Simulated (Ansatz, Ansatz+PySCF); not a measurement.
```xyz
14

C     0.0000    0.0000    0.0000
C     1.1691    0.6750    0.0000
C     2.4249   -0.0500    0.0000
C     3.5940    0.6250    0.0000
C     4.2219    0.9875   -1.2557
C     5.3910    1.6625   -1.2557
H     0.0000   -1.0900    0.0000
H    -0.9440    0.5450    0.0000
H     1.1691    1.7650    0.0000
H     2.4249   -1.1400    0.0000
H     4.0660    0.8975    0.9440
H     3.7499    0.7150   -2.1997
H     5.8630    1.9350   -0.3118
H     5.8630    1.9350   -2.1997
```

Basis set: def2-SVP (spherical functions). Charge 0, multiplicity 3.

Computed with Ansatz (development build ahead of 0.2.0); each method stands on the lowest determinant of its kind that the runs found. Restricted functionals stand beside restricted open-shell atoms, which can lie above the unrestricted atoms usual in DFT and then raise those values.

Give the atomization energy at this shape (free ground-state atoms in the same class of orbitals less the molecule, no zero-point energy) of triplet C₆H₈ by ωB97X (unrestricted), PBE0 (unrestricted), PBE0 (restricted open-shell), UHF, ROHF.

```json
{"method": "ωB97X (unrestricted)", "atomization energy": "1413.02 kcal/mol"}
{"method": "PBE0 (unrestricted)", "atomization energy": "1433.13 kcal/mol"}
{"method": "PBE0 (restricted open-shell)", "atomization energy": "1434.18 kcal/mol"}
{"method": "UHF", "atomization energy": "1082.70 kcal/mol"}
{"method": "ROHF", "atomization energy": "1076.09 kcal/mol"}
```

Caution: other spin multiplicities may lie lower. Caution for UHF: the unrestricted determinant is spin contaminated. Caution for ROHF: an unrestricted determinant lies well below.

The shape needn't be a minimum at these levels.
